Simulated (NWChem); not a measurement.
System: C$_{3}$H$_{5}$FSi; SMILES C#C[SiH2]CF

```xyz
10

C      0.8995    -2.4937    -0.0795
C      0.1623    -1.5305     0.0174
Si    -0.9331    -0.0674     0.1544
C     -0.0501     1.4808    -0.5036
F      1.0415     1.7818     0.2809
H      1.5511    -3.3459    -0.1627
H     -1.3051     0.1361     1.5831
H     -2.1627    -0.2878    -0.6655
H      0.2812     1.3248    -1.5459
H     -0.7456     2.3402    -0.5057
```
Atoms are numbered in this order, from 1.

Program: NWChem. All runs use the structure optimised with PBE0/def2-SVP. Total energies compare along this basis series because the functional is fixed.

```csv
level,basis functions,energy (Ha),highest occupied level (eV),orbital gap (eV),dipole (D),relative time
Hartree-Fock/def2-SVP,99,-504.5566,-10.99,14.47,1.74,1
Hartree-Fock/def2-SVPD,147,-504.5711,-11.04,13.39,1.68,3
Hartree-Fock/def2-TZVP,191,-504.9179,-10.97,13.93,1.63,5
Hartree-Fock/def2-TZVPP,236,-504.9194,-10.97,13.93,1.63,8
```

The last column is a rough cost ratio, cheapest run = 1.
